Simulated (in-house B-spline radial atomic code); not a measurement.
# The nitrogen ion N⁴⁺: [He] 2s1

All numbers are computed (non-relativistic LDA PW92, spin-polarised, spherical fractional occupations; point nucleus) with an all-electron radial atomic-structure program (B-spline basis), not measured.

Effective charges: Z_r = [3n² - l(l+1)]/(2<r>) from the radius, Z_e = n√(-2ε) from the energy, and Slater's rules. Values are occupation-weighted means over spin.

```tsv
shell	electrons	ε (eV)	<r> (bohr)	Z_r	Z_e	Slater
1s	2	-475.9	0.2297	6.53	5.91	6.70
2s	1	-88.969	1.051	5.71	5.11	5.30
```

The least bound orbital is 2s up at -88.97 eV, and it is also the most diffuse (<r> = 1.051 bohr).

The density falls to 0.001 bohr⁻³ at 2.147 bohr; Σ<r²> = 1.4325 bohr² gives, by the non-relativistic formula and without the paramagnetism of open shells, a Langevin diamagnetic susceptibility of -1.134×10⁻⁶ cm³/mol.
